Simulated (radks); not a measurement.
Spherical quantum dot in the effective-mass picture: electrons in a parabolic well V = omega^2 r^2 / 2 with omega = 4.31, with a point charge +1 (a donor) at the centre, all in effective atomic units (hartree* = m*/eps^2 hartree, bohr* = eps/m* bohr), one dielectric constant everywhere. Calculated with a radial shooting solver with Libxc functionals: non-relativistic Kohn-Sham, PBE, spin-polarised, spherical densities. Levels are named by radial order and angular momentum (1s, 1p, 1d, 2s, ...), and open shells are averaged over m.

N = 10, configuration 1s2 1p6 2s2. This is the lowest configuration that the search found. Occupied and some empty levels:

level,occupation,eigenvalue (hartree*),<r> (bohr*)
1s,2,16.060,0.5821
1p,6,19.774,0.7949
2s,2,23.172,0.8461
1d,0,23.368,0.9404
1f,0,27.066,1.060
2p,0,27.346,0.9832
1g,0,30.866,1.165

Energy (hartree*): total 141.354, kinetic 46.460, external 45.812, Hartree 58.671, exchange-correlation -9.5885.

Electron density:

r (bohr*),n(r) (e/bohr*^3)
0.0742,8.615
0.157,7.042
0.239,5.660
0.322,4.524
0.405,3.645
0.487,2.993
0.570,2.508
0.652,2.121
0.735,1.777
0.818,1.447
0.900,1.126
0.983,0.8288
1.06,0.5737
1.15,0.3696
1.23,0.2223
1.31,0.1257
1.40,0.06589
1.48,0.03221
1.56,0.01483
1.64,0.006307
